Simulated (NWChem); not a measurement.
System: C₂H₄Cl₂; SMILES C(Cl)(Cl)C

```xyz
8

C     -1.7241    -0.1608     0.0000
C     -0.3353     0.4232     0.0000
Cl     0.5561    -0.0641     1.4670
Cl     0.5561    -0.0641    -1.4670
H     -1.6737    -1.2585     0.0000
H     -2.2682     0.1719     0.8960
H     -2.2682     0.1719    -0.8960
H     -0.3417     1.5199     0.0000
```
Atoms are numbered in this order, from 1.

All runs: NWChem. Medium grid unless said otherwise, to which SCAN and Minnesota functionals are sensitive. All runs use the structure optimised with PBE0/def2-SVP. B3LYP is NWChem's, with the RPA form of VWN correlation. Total energies of different functionals are on different scales.

| level | energy (Ha) | highest occupied level (eV) | orbital gap (eV) | dipole (D) | relative time |
|---|---|---|---|---|---|
| LDA (Slater exchange, VWN5)/def2-TZVPD | -995.3805 | -7.40 | 5.89 | 2.06 | 1 |
| PBE/def2-TZVPD | -998.5968 | -7.29 | 5.95 | 2.02 | 1 |
| BLYP/def2-TZVPD | -999.0290 | -7.14 | 5.89 | 2.01 | 1 |
| TPSS/def2-TZVPD | -999.1373 | -7.39 | 6.23 | 2.06 | 1 |
| r2SCAN/def2-TZVPD | -998.9700 | -7.59 | 6.53 | 2.10 | 1 |
| B3LYP/def2-TZVPD | -999.1128 | -8.42 | 7.83 | 2.06 | 1 |
| PBE0/def2-TZVPD | -998.6818 | -8.68 | 8.39 | 2.08 | 1 |
| M06-2X/def2-TZVPD | -999.0101 | -10.03 | 10.35 | 2.10 | 1 |
| CAM-B3LYP/def2-TZVPD | -999.0608 | -10.07 | 10.76 | 2.09 | 10 |
| Hartree-Fock/def2-TZVPD | -997.1163 | -11.98 | 13.65 | 2.23 | 1 |

The last column is a rough cost ratio, cheapest run = 1.
